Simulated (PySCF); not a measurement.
**Polarisability and C₆ of Ni⁺ (nickel, charge +1)**

[Ar] 3d9, 2D determinant. Computed with PySCF 2.14 in aug-cc-pwCVTZ-DK (10s9p7d4f3g, 127 functions), with the spin-free X2C one-electron Hamiltonian (Gaussian nucleus). Coupled (time-dependent) response in atomic units; α is the mean over directions.

| method | mean α (bohr³) | α xx, yy, zz | C₆ (like pair) | S(−4) |
| --- | --- | --- | --- | --- |
| UHF | 5.668 | 5.361, 5.361, 6.282 | 18.19 | 26.59 |
| PBE | 9.023 | 8.352, 8.352, 10.36 | 29.46 | 97.73 |

S(−4) is the Cauchy moment in α(ω) = α(0) + S(−4) ω² + …

α(iu) at PBE:

```
u (hartree)  α(iu) (bohr³)
          0          9.023
     0.0500          8.788
      0.100          8.184
      0.200          6.647
      0.300          5.388
      0.500          3.915
      0.750          2.991
       1.00          2.429
       1.50          1.712
       2.00          1.269
       3.00         0.7801
       5.00         0.3881
```

A single London oscillator, α(iu) = α/(1 + u²/ω²), gives C₆ = (3/4) ω α². Matching the computed C₆ needs ω = 4 × 29.46 / (3 × 9.023²) = 0.482 hartree.

For an ion, C₆ is the dispersion term alone; charge-induced terms of lower order in 1/R come first.

The components differ because the open shell of this determinant is not spherical; for a pure term their mean is the scalar polarisability.
